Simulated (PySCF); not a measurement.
Calculated NMR parameters of C=N[SiH2][Si](C)([SiH3])[SiH3]

```yaml
Formula: C2H13NSi4
SMILES: C=N[SiH2][Si](C)([SiH3])[SiH3]
InChI: InChI=1S/C2H13NSi4/c1-3-6-7(2,4)5/h1,6H2,2,4-5H3
Point_group_of_the_computed_structure: C1
Degrees_of_unsaturation: 1
Carbon_signals: 2
Proton_signals: 5
```

Atoms are numbered as in `[CH2:1]=[N:2][SiH2:3][Si:4]([CH3:5])([SiH3:6])[SiH3:7]`. Each H is labelled by its parent atom. Ha(C1) is cis to Si3; Hb(C1) is trans to Si3.

- coordinates at the GFN2-xTB level
- shielding tensors at PBE0/pcSseg-1 (GIAO)
- program: PySCF 2.14
- relativity neglected, gas phase, a single conformation, fast rotation and ring inversion assumed for equivalent nuclei

Chemical shifts δ = σref − σ; TMS for ¹H and ¹³C and ²⁹Si; NH3 for ¹⁵N, all at this level.

| carbon | δC, type | δH (multiplicity) | HMBC from (2–3 bonds) | span of the C tensor (ppm) |
| --- | --- | --- | --- | --- |
| C1 | 170.4, CH2 | Ha(C1) 8.64 (m); Hb(C1) 8.49 (m) | H(Si3) | 205 |
| C5 | -7.2, CH3 | 0.27 (s) | H(Si3), H(Si6)/H(Si7) | 5 |

Other nuclei:
```json
{"atoms": "H(Si3)", "nucleus": "¹H", "environment": "hydrogen on a silicon bonded to N, Si", "δ (ppm)": "5.47", "σ (ppm)": "26.25"}
{"atoms": "H(Si6)/H(Si7)", "nucleus": "¹H", "environment": "hydrogen on a silicon bonded to Si", "δ (ppm)": "3.54", "σ (ppm)": "28.18"}
{"atoms": "Si3", "nucleus": "²⁹Si", "environment": "silicon bonded to N, Si, 2 H", "δ (ppm)": "-43.8", "σ (ppm)": "393.0"}
{"atoms": "Si4", "nucleus": "²⁹Si", "environment": "silicon bonded to C, 3 Si", "δ (ppm)": "-93.6", "σ (ppm)": "442.8"}
{"atoms": "Si6/Si7", "nucleus": "²⁹Si", "environment": "silicon bonded to Si, 3 H", "δ (ppm)": "-110.2", "σ (ppm)": "459.3"}
{"atoms": "N2", "nucleus": "¹⁵N", "environment": "imine nitrogen", "δ (ppm)": "417.1", "σ (ppm)": "-149.4"}
```

- Carbon types of the structure: 1 × CH2, 1 × CH3, leaving 8 H on heteroatoms.
- δC 170.4: C=N carbon.
- δC -7.2: methyl carbon bonded to Si; an electropositive neighbour leaves it electron-rich and shielded.
- δH 8.64, 8.49: hydrogen on a C=N carbon.
- δH 5.47: hydrogen on a silicon bonded to N, Si.
- δH 0.27: hydrogen on a methyl carbon bonded to Si; an electropositive neighbour shields it, as in TMS itself.

Shifts are as computed. Against solution values, carbons near 30 ppm lie about +3 ppm off and those near 130 ppm about +5 ppm. Of 1309 compounds with measured shifts, 239 miss one by over three times the rms of a fit or turn the order of signals round; such compounds aren't used in these exercises. Experimental scales use liquid or dissolved standards, which lie at an offset from isolated NH3 (liquid NH3: subtract about 20 ppm). Unscaled 15N shifts of sp2 nitrogen come out 20 to 40 ppm too high even then. Multiplicities follow the n + 1 count of equivalent neighbours, as no J values were calculated; m marks all less simple cases, F and P coupling included.
